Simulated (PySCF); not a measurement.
Compound: C₇H₆F (doublet state).
Cartesian coordinates in Å at the GFN2-xTB level; atoms count from 1:
```
atom  x, y, z in Å
C1     2.6482    0.3751    1.1071
C2     1.7476   -0.2124    0.5782
C3     0.6625   -0.8904   -0.0529
C4     0.1437   -0.4000   -1.3893
C5    -0.6655   -0.1999   -0.1591
C6    -1.3254    0.9526    0.5738
C7    -1.9984   -0.3471    0.3402
F8    -3.1207   -0.5401   -0.3806
H9     3.4441    0.8723    1.5750
H10    0.6423   -1.9596    0.1304
H11    0.6122    0.4752   -1.8176
H12   -0.1840   -1.1319   -2.1131
H13   -0.9734    1.1768    1.5715
H14   -1.6339    1.8290    0.0141
```

As a line formula: `C1[C@H]([C@]21C[C]2F)C#C` [radical].

The calculation used PySCF, UKS B3LYP, pcH-1 on C F H, non-relativistic, mean-field spin-orbit, GIAO. Geometry: GFN2-xTB; no solvent, vibrations or thermal averaging. A GFN2-xTB geometry isn't a minimum of the functional, and hyperfine couplings can be far from their values at a DFT geometry. No stability test was run, so a lower SCF solution isn't excluded.

Q: Predict the first-order ENDOR lines of F8, H13, H14, H11, H10, H12 and H9 under fast tumbling at B = 3337.3 mT (W band).

A: ν± = |νn ± a/2|, one line for each electron-spin manifold; νn = |g_N| × 7.62259 MHz/T × B.

| nuclei | isotope | g_N | νn (MHz) | a_iso (MHz) | lower line (MHz) | upper line (MHz) |
| --- | --- | --- | --- | --- | --- | --- |
| F8 | 19F | 5.2577 | 133.75 | 231.57 | 17.97 | 249.54 |
| H13 | 1H | 5.5857 | 142.09 | 49.62 | 117.29 | 166.90 |
| H14 | 1H | 5.5857 | 142.09 | 18.28 | 132.95 | 151.23 |
| H11 | 1H | 5.5857 | 142.09 | 17.61 | 133.29 | 150.90 |
| H10 | 1H | 5.5857 | 142.09 | 3.63 | 140.28 | 143.91 |
| H12 | 1H | 5.5857 | 142.09 | -1.79 | 141.20 | 142.99 |
| H9 | 1H | 5.5857 | 142.09 | -0.81 | 141.69 | 142.50 |

Q: Which pairs are centred on the nuclear Larmor frequency, and which on half the coupling?

A: Centred on νn, since |a| < 2νn: F8, H13, H14, H11, H10, H12 and H9. No pair has |a| > 2νn.

Q: At what field would the lower line of F8 fall to zero frequency?

A: Where νn = |a|/2, that is B = 115.78 MHz/(5.2577 × 7.62259 MHz/T) = 2890 mT, as far as first order holds there.

The largest Mulliken spin populations are on C7 (+0.82) and F8 (+0.07). C7 is the only atom above +0.15. The angles at C7 add up to 315.9°, so it is pyramidal.

Hardware: Arm Neoverse V1, one thread, no GPU, on a shared host. Cost: 55 s of wall time (with the writing of density and orbital grids), 0.96 GiB resident at most.
